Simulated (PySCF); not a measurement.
Isomers of C8H14O, mass 126.104 u with the commonest isotopes. Method used: PBE0/pcSseg-1 in PySCF (dipole) on a GFN2-xTB geometry, gas phase. One conformer each, none proved a minimum here; rigid rotors.

Question: Order these by rotational constant B, largest first.
A. `[OH:1][C@@H:2]1[CH2:3][CH2:4][CH2:5][C:6]2([CH2:7][CH2:8]2)[CH2:9]1` with H–O1–C2–C3 61°, O1–C2–C3–C4 178°, C2–C3–C4–C5 58°, C3–C4–C5–C6 -57°, C4–C5–C6–C7 -158°
B. `[CH3:1][O:2][CH2:3][CH:4]=[C:5]1[CH2:6][CH:7]([CH3:8])[CH2:9]1` with C1–O2–C3–C4 69°, O2–C3–C4–C5 -116°
C. `[CH3:1][C@@H:2]1[CH2:3][C@@H:4]([CH2:5][OH:6])[C@@H:7]2[CH2:8][C@H:9]12` with C3–C4–C5–O6 -177°, C4–C5–O6–H 180°, C1–C2–C3–C4 -150°, C2–C3–C4–C5 -92°, C3–C4–C7–C8 49°, C4–C7–C8–C9 -97°
D. `CC1(C)C[C@@H]2CC[C@H]1O2`
E. `[CH2:1]=[CH:2][O:3][C:4](=[CH2:5])[C:6]([CH3:7])([CH3:8])[CH3:9]` with C1–C2–O3–C4 164°, C2–O3–C4–C5 -26°
F. `[CH2:1]=[C:2]1[CH2:3][CH2:4][CH2:5][C@@H:6]([CH2:7][OH:8])[CH2:9]1` with C5–C6–C7–O8 -61°, C6–C7–O8–H -58°, C1–C2–C3–C4 -123°, C2–C3–C4–C5 -56°, C3–C4–C5–C6 59°, C4–C5–C6–C7 179°

Answer: D (1627 MHz), A (1327 MHz), C (1131 MHz), F (1051 MHz), E (1023 MHz), B (721.3 MHz).

Question: Order these by out-of-plane moment Σ m c² = (Ia + Ib − Ic)/2, largest first.
A. `CC1(C)C[C@@H]2CC[C@H]1O2`
B. `[CH2:1]=[CH:2][O:3][C:4](=[CH2:5])[C:6]([CH3:7])([CH3:8])[CH3:9]` with C1–C2–O3–C4 164°, C2–O3–C4–C5 -26°
C. `[OH:1][C@@H:2]1[CH2:3][CH2:4][CH2:5][C:6]2([CH2:7][CH2:8]2)[CH2:9]1` with H–O1–C2–C3 61°, O1–C2–C3–C4 178°, C2–C3–C4–C5 58°, C3–C4–C5–C6 -57°, C4–C5–C6–C7 -158°
D. `[CH3:1][O:2][CH2:3][CH:4]=[C:5]1[CH2:6][CH:7]([CH3:8])[CH2:9]1` with C1–O2–C3–C4 69°, O2–C3–C4–C5 -116°
E. `[CH3:1][C@@H:2]1[CH2:3][C@@H:4]([CH2:5][OH:6])[C@@H:7]2[CH2:8][C@H:9]12` with C3–C4–C5–O6 -177°, C4–C5–O6–H 180°, C1–C2–C3–C4 -150°, C2–C3–C4–C5 -92°, C3–C4–C7–C8 49°, C4–C7–C8–C9 -97°
F. `[CH2:1]=[C:2]1[CH2:3][CH2:4][CH2:5][C@@H:6]([CH2:7][OH:8])[CH2:9]1` with C5–C6–C7–O8 -61°, C6–C7–O8–H -58°, C1–C2–C3–C4 -123°, C2–C3–C4–C5 -56°, C3–C4–C5–C6 59°, C4–C5–C6–C7 179°

Answer: A (78.19 u·Å²), B (58.01 u·Å²), D (50.03 u·Å²), E (39.95 u·Å²), C (39.20 u·Å²), F (26.81 u·Å²).

Question: Order these by rotational constant A, largest first.
A. `CC1(C)C[C@@H]2CC[C@H]1O2`
B. `[CH3:1][O:2][CH2:3][CH:4]=[C:5]1[CH2:6][CH:7]([CH3:8])[CH2:9]1` with C1–O2–C3–C4 69°, O2–C3–C4–C5 -116°
C. `[CH2:1]=[C:2]1[CH2:3][CH2:4][CH2:5][C@@H:6]([CH2:7][OH:8])[CH2:9]1` with C5–C6–C7–O8 -61°, C6–C7–O8–H -58°, C1–C2–C3–C4 -123°, C2–C3–C4–C5 -56°, C3–C4–C5–C6 59°, C4–C5–C6–C7 179°
D. `[CH3:1][C@@H:2]1[CH2:3][C@@H:4]([CH2:5][OH:6])[C@@H:7]2[CH2:8][C@H:9]12` with C3–C4–C5–O6 -177°, C4–C5–O6–H 180°, C1–C2–C3–C4 -150°, C2–C3–C4–C5 -92°, C3–C4–C7–C8 49°, C4–C7–C8–C9 -97°
E. `[CH2:1]=[CH:2][O:3][C:4](=[CH2:5])[C:6]([CH3:7])([CH3:8])[CH3:9]` with C1–C2–O3–C4 164°, C2–O3–C4–C5 -26°
F. `[OH:1][C@@H:2]1[CH2:3][CH2:4][CH2:5][C:6]2([CH2:7][CH2:8]2)[CH2:9]1` with H–O1–C2–C3 61°, O1–C2–C3–C4 178°, C2–C3–C4–C5 58°, C3–C4–C5–C6 -57°, C4–C5–C6–C7 -158°

Answer: B (4169 MHz), D (3112 MHz), C (2970 MHz), E (2868 MHz), A (2659 MHz), F (2602 MHz).

| SMILES | point group | Ia (u·Å²) | Ib (u·Å²) | Ic (u·Å²) | κ | μa (D) | μb (D) | μc (D) |
| --- | --- | --- | --- | --- | --- | --- | --- | --- |
| C=COC(=C)C(C)(C)C | C1 | 176.20 | 493.83 | 554.00 | -0.89 | 0.43 | 0.48 | 0.44 |
| C[C@@H]1C[C@@H](CO)[C@@H]2C[C@@H]21 | C1 | 162.38 | 446.74 | 529.23 | -0.84 | 0.12 | 1.38 | 0.96 |
| CC1(C)C[C@@H]2CC[C@H]1O2 | C1 | 190.08 | 310.66 | 344.35 | -0.73 | 0.31 | 1.25 | 0.87 |
| C=C1CCC[C@@H](CO)C1 | C1 | 170.17 | 480.76 | 597.31 | -0.81 | 0.79 | 0.32 | 0.70 |
| COCC=C1CC(C)C1 | C1 | 121.22 | 700.65 | 721.81 | -0.99 | 1.86 | 0.83 | 0.22 |
| O[C@@H]1CCCC2(CC2)C1 | C1 | 194.23 | 380.88 | 496.72 | -0.61 | 0.86 | 0.98 | 1.05 |
